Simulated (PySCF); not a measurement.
Cl2Mg, charge +1, doublet, geometry from GFN2-xTB (such geometries of metal compounds can be far from the true shape) (a state made from the parent by changing its charge; the spin is typed, not shown lowest); PBE/def2-SVP (PySCF).

Here is a job for PySCF.
```python
from pyscf import gto, scf, dft

mol = gto.Mole()
mol.atom = '''
    Mg    0.00000000    0.00000000    0.00000000
    Cl   -0.00000000   -0.00000000   -2.17107165
    Cl    0.00000000    0.00000000    2.17107165
'''
mol.basis = 'def2-svp'
mol.charge = 1
mol.spin = 1
mol.verbose = 4
mol.build()

mf = dft.UKS(mol)
mf.xc = 'pbe'
mf.kernel()
```

It wrote (shortened):

```
PySCF version 2.14.0

[INPUT] verbose = 4
[INPUT] num. atoms = 3
[INPUT] num. electrons = 45
[INPUT] charge = 1
[INPUT] spin (= nelec alpha-beta = 2S) = 1
[INPUT] symmetry False subgroup None
[INPUT] Mole.unit = angstrom
[INPUT] Symbol           X                Y                Z      unit          X                Y                Z       unit  Magmom
[...]
nuclear repulsion = 134.666402664924
number of shells = 24
number of NR pGTOs = 108
number of NR cGTOs = 54
basis = def2-svp
ecp = {}

******** <class 'pyscf.dft.uks.UKS'> ********
method = UKS
initial guess = minao
damping factor = 0
level_shift factor = 0
DIIS = <class 'pyscf.scf.diis.CDIIS'>
diis_start_cycle = 1
diis_space = 8
diis_damp = 0
SCF conv_tol = 1e-09
SCF conv_tol_grad = None
SCF max_cycles = 50
direct_scf = True
direct_scf_tol = 1e-13
number electrons alpha = 23  beta = 22
XC library pyscf.dft.libxc version 7.1.2
    S. Lehtola, C. Steigemann, M. J. T. Oliveira, and M. A. L. Marques,  SoftwareX 7, 1–5 (2018)
XC functionals = pbe
    J. P. Perdew, K. Burke, and M. Ernzerhof,  Phys. Rev. Lett. 77, 3865 (1996)
    J. P. Perdew, K. Burke, and M. Ernzerhof,  Phys. Rev. Lett. 78, 1396 (1997)
    J. P. Perdew, K. Burke, and M. Ernzerhof,  Phys. Rev. Lett. 77, 3865 (1996)
    J. P. Perdew, K. Burke, and M. Ernzerhof,  Phys. Rev. Lett. 78, 1396 (1997)
radial grids:
    Treutler-Ahlrichs [JCP 102, 346 (1995); DOI:10.1063/1.469408] (M4) radial grids

becke partition: Becke, JCP 88, 2547 (1988); DOI:10.1063/1.454033
pruning grids: <function nwchem_prune>
grids dens level: 3
symmetrized grids: False
atomic radii adjust function: <function treutler_atomic_radii_adjust>
small_rho_cutoff = 0
Set gradient conv threshold to 3.16228e-05
tot grids = 56344
init E= -1119.77830330452

cycle= 1 E= -1119.34864510477  delta_E= 0.43  |g|= 0.164  |ddm|= 1.54
cycle= 2 E= -1119.33439511725  delta_E= 0.0142  |g|= 0.232  |ddm|= 1.28

cycle= 3 E= -1119.37224549443  delta_E= -0.0379  |g|= 0.0272  |ddm|= 1.04
cycle= 4 E= -1119.37066120473  delta_E= 0.00158  |g|= 0.053  |ddm|= 0.966

cycle= 5 E= -1119.37247163512  delta_E= -0.00181  |g|= 0.0193  |ddm|= 0.965

cycle= 6 E= -1119.37134339087  delta_E= 0.00113  |g|= 0.0433  |ddm|= 0.964

cycle= 7 E= -1119.37175669545  delta_E= -0.000413  |g|= 0.0364  |ddm|=  0.5

cycle= 8 E= -1119.37156571369  delta_E= 0.000191  |g|= 0.0397  |ddm|= 0.491

cycle= 9 E= -1119.37155772028  delta_E= 7.99e-06  |g|= 0.0398  |ddm|= 0.000858

[...]

cycle= 21 E= -1119.3719147077  delta_E= -0.000193  |g|= 0.0334  |ddm|= 0.964

cycle= 22 E= -1119.37175458552  delta_E= 0.00016  |g|= 0.0364  |ddm|= 0.00388

cycle= 23 E= -1119.3717815075  delta_E= -2.69e-05  |g|= 0.0359  |ddm|= 0.964

cycle= 24 E= -1119.37126431262  delta_E= 0.000517  |g|= 0.0445  |ddm|= 0.0134

cycle= 25 E= -1119.37182674651  delta_E= -0.000562  |g|= 0.0351  |ddm|= 0.964

cycle= 26 E= -1119.37175818532  delta_E= 6.86e-05  |g|= 0.0363  |ddm|= 0.0233

cycle= 27 E= -1119.37155770125  delta_E= 0.0002  |g|= 0.0398  |ddm|= 0.0281

cycle= 28 E= -1119.37121318362  delta_E= 0.000345  |g|= 0.0452  |ddm|= 0.0244

cycle= 29 E= -1119.37100318254  delta_E= 0.00021  |g|= 0.0482  |ddm|= 0.965

cycle= 30 E= -1119.37178085997  delta_E= -0.000778  |g|= 0.0359  |ddm|= 0.965

cycle= 31 E= -1119.37130354098  delta_E= 0.000477  |g|= 0.0439  |ddm|= 0.00969

cycle= 32 E= -1119.37130852756  delta_E= -4.99e-06  |g|= 0.0438  |ddm|= 0.965

cycle= 33 E= -1119.3710945398  delta_E= 0.000214  |g|= 0.0469  |ddm|= 0.00542

cycle= 34 E= -1119.37176103638  delta_E= -0.000666  |g|= 0.0363  |ddm|= 0.0202

cycle= 35 E= -1119.37207019828  delta_E= -0.000309  |g|= 0.0301  |ddm|= 0.703

cycle= 36 E= -1119.37200768373  delta_E= 6.25e-05  |g|= 0.0314  |ddm|= 0.583

cycle= 37 E= -1119.3718292203  delta_E= 0.000178  |g|= 0.035  |ddm|= 0.0222

cycle= 38 E= -1119.37135234312  delta_E= 0.000477  |g|= 0.0431  |ddm|= 0.958

cycle= 39 E= -1119.37198874236  delta_E= -0.000636  |g|= 0.0318  |ddm|= 0.263

cycle= 40 E= -1119.3716820247  delta_E= 0.000307  |g|= 0.0377  |ddm|= 0.925

cycle= 41 E= -1119.371354901  delta_E= 0.000327  |g|= 0.0431  |ddm|= 0.963

cycle= 42 E= -1119.37200009107  delta_E= -0.000645  |g|= 0.0316  |ddm|= 0.846

cycle= 43 E= -1119.3719470708  delta_E= 5.3e-05  |g|= 0.0327  |ddm|= 0.929

cycle= 44 E= -1119.37201810666  delta_E= -7.1e-05  |g|= 0.0312  |ddm|= 0.928

cycle= 45 E= -1119.37174192946  delta_E= 0.000276  |g|= 0.0366  |ddm|= 0.405

cycle= 46 E= -1119.37176684656  delta_E= -2.49e-05  |g|= 0.0362  |ddm|= 0.0148

cycle= 47 E= -1119.37193605704  delta_E= -0.000169  |g|= 0.0329  |ddm|= 0.195

cycle= 48 E= -1119.37195116137  delta_E= -1.51e-05  |g|= 0.0326  |ddm|= 0.897

cycle= 49 E= -1119.37165267807  delta_E= 0.000298  |g|= 0.0382  |ddm|= 0.921

cycle= 50 E= -1119.37189525397  delta_E= -0.000243  |g|= 0.0337  |ddm|= 0.964
SCF not converged.
SCF energy = -1119.37189525397 after 50 cycles  <S^2> = 0.75118703  2S+1 = 2.0011867
```

Convergence was not reached.
